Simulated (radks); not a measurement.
The phosphorus anion P3-, [Ar], held by a Watson sphere: a shell of charge +3 at radius R that stands for the Madelung well of a crystal (potential energy -3/R inside, -3/r outside, in hartree with lengths in bohr). All-electron calculation, scalar-relativistic Kohn-Sham, LDA (Slater exchange, Perdew-Wang correlation), spin-polarised, spherical densities, point nucleus. Program: a radial shooting solver on a logarithmic mesh with Libxc functionals. Response by self-consistent Sternheimer equations with the Hartree and adiabatic LDA kernel, the relativistic mass of each level held fixed and spin-orbit coupling left out. The sphere does not respond.

[
 {"R (bohr)": "2.02", "e(2p) (eV)": "-121.08", "e(3s) (eV)": "-16.651", "e(3p) (eV)": "-8.175", "<r> 3p (bohr)": "2.249", "sum of <r^2> (bohr^2)": "46.42", "X-ray form factor at sin(theta)/lambda = 0.3 1/angstrom": "8.493", "alpha (bohr^3)": "29.02"},
 {"R (bohr)": "2.17", "e(2p) (eV)": "-120.89", "e(3s) (eV)": "-16.094", "e(3p) (eV)": "-7.864", "<r> 3p (bohr)": "2.311", "sum of <r^2> (bohr^2)": "48.73", "X-ray form factor at sin(theta)/lambda = 0.3 1/angstrom": "8.467", "alpha (bohr^3)": "32.16"},
 {"R (bohr)": "2.27", "e(2p) (eV)": "-120.82", "e(3s) (eV)": "-15.735", "e(3p) (eV)": "-7.651", "<r> 3p (bohr)": "2.352", "sum of <r^2> (bohr^2)": "50.31", "X-ray form factor at sin(theta)/lambda = 0.3 1/angstrom": "8.457", "alpha (bohr^3)": "34.50"},
 {"R (bohr)": "2.4", "e(2p) (eV)": "-120.77", "e(3s) (eV)": "-15.287", "e(3p) (eV)": "-7.374", "<r> 3p (bohr)": "2.405", "sum of <r^2> (bohr^2)": "52.39", "X-ray form factor at sin(theta)/lambda = 0.3 1/angstrom": "8.451", "alpha (bohr^3)": "37.84"},
 {"R (bohr)": "2.66", "e(2p) (eV)": "-120.76", "e(3s) (eV)": "-14.458", "e(3p) (eV)": "-6.822", "<r> 3p (bohr)": "2.511", "sum of <r^2> (bohr^2)": "56.64", "X-ray form factor at sin(theta)/lambda = 0.3 1/angstrom": "8.456", "alpha (bohr^3)": "45.68"},
 {"R (bohr)": "3.39", "e(2p) (eV)": "-120.72", "e(3s) (eV)": "-12.616", "e(3p) (eV)": "-5.412", "<r> 3p (bohr)": "2.800", "sum of <r^2> (bohr^2)": "69.11", "X-ray form factor at sin(theta)/lambda = 0.3 1/angstrom": "8.517", "alpha (bohr^3)": "78.16"},
 {"R (bohr)": "3.79", "e(2p) (eV)": "-120.63", "e(3s) (eV)": "-11.878", "e(3p) (eV)": "-4.764", "<r> 3p (bohr)": "2.953", "sum of <r^2> (bohr^2)": "76.30", "X-ray form factor at sin(theta)/lambda = 0.3 1/angstrom": "8.544", "alpha (bohr^3)": "104.7"},
 {"R (bohr)": "4.25", "e(2p) (eV)": "-120.50", "e(3s) (eV)": "-11.222", "e(3p) (eV)": "-4.134", "<r> 3p (bohr)": "3.125", "sum of <r^2> (bohr^2)": "85.01", "X-ray form factor at sin(theta)/lambda = 0.3 1/angstrom": "8.562", "alpha (bohr^3)": "145.5"},
 {"R (bohr)": "4.65", "e(2p) (eV)": "-120.37", "e(3s) (eV)": "-10.786", "e(3p) (eV)": "-3.675", "<r> 3p (bohr)": "3.271", "sum of <r^2> (bohr^2)": "93.03", "X-ray form factor at sin(theta)/lambda = 0.3 1/angstrom": "8.570", "alpha (bohr^3)": "192.2"}
]
